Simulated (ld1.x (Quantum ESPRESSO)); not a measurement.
Values are calculated unless marked as measured or tabulated.
## Potentials for Si (Z = 14) compared

Generated with ld1.x 7.5 (TM, RRKJ, ultrasoft, PAW), atompaw 4.2 or ONCVPSP 4.0.1. The cutoff is in Ry: for ld1.x and atompaw files where the sum of valence levels is converged to 10 mRy in a Bessel basis, for ONCV files where the hardest occupied wave has 1 mHa per electron of residual kinetic energy. The error is the largest all-electron minus pseudo excitation energy over each file’s own four to seven test configurations (ionisations up to +4, promotions, holes and added fractions of an electron), all of which were solved. The labels leave out finer settings (local radius, basis sizes, second energies), which also bear on the numbers. Spin-polarised tests are not counted. The rows are a selection from randomly drawn settings: files with unsolved tests, undetermined cutoffs or missed reference levels are left out.

```tsv
potential	cutoff (Ry)	largest error (meV)	bound ghosts
RRKJ, LDA (PZ), non-relativistic, rc 1.85/1.95/1.70 (spd), local s, core correction yes, reference 3s1.75 3p2.25	21	+82	none
TM, PBE, non-relativistic, rc 1.45/2.00 (sp), local smoothed, core correction yes, reference 3s2 3p2	18	+148	none
RRKJ, PBE, scalar-relativistic, rc 1.70/2.30/2.50 (spd), local smoothed, core correction yes, reference 3s2 3p1.5	35	+86	none
TM, PBE, non-relativistic, rc 1.90/2.22/2.08 (spd), local p, core correction yes, reference 3s2 3p0.5	15	+32	none
RRKJ, PBEsol, scalar-relativistic, rc 1.75/1.55/1.60 (spd), local d, core correction yes, reference 3s2 3p0	18	+35	none
TM, PBEsol, scalar-relativistic, rc 1.45/2.00/1.90 (spd), local smoothed, core correction yes, reference 3s2 3p2	30	+90	none
RRKJ, LDA (PZ), non-relativistic, rc 1.45/1.45/1.35 (spd), local p, core correction yes, reference 3s2 3p1	35	+27	none
```

(1) Fill in the row for Si: PAW, BP86, scalar-relativistic, rc 1.95/2.35 (sp), local smoothed, core correction yes, reference 3s1.75 3p2.25.

Answers

(1) cutoff 8 Ry, largest error -9.5 meV, bound ghosts: none.
